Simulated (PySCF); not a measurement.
B(F)(Me)(OMe) (C2H6BFO), SMILES COB(C)F.

The structure is a stationary point at r2SCAN-D4/def2-SVP. Other conformers were not sampled.

All values below come from PBE/def2-TZVP (PySCF).

The molecule is in vacuum.

The total energy is -279.63701 hartree and the highest occupied level comes out as -7.43 eV. The lowest empty level comes out as -0.17 eV. The orbital gap is 7.26 eV. The dipole moment is 2.65 D and the quadrupole, principal values (traceless, Buckingham form, about the centre of nuclear charge) is -3.68, 1.59, 2.08 D·Å. The mean static polarisability comes out as 43.7 bohr³ (6.47 Å³) and the polarisability, principal values is 36.5, 43.4, 51.1 bohr³.
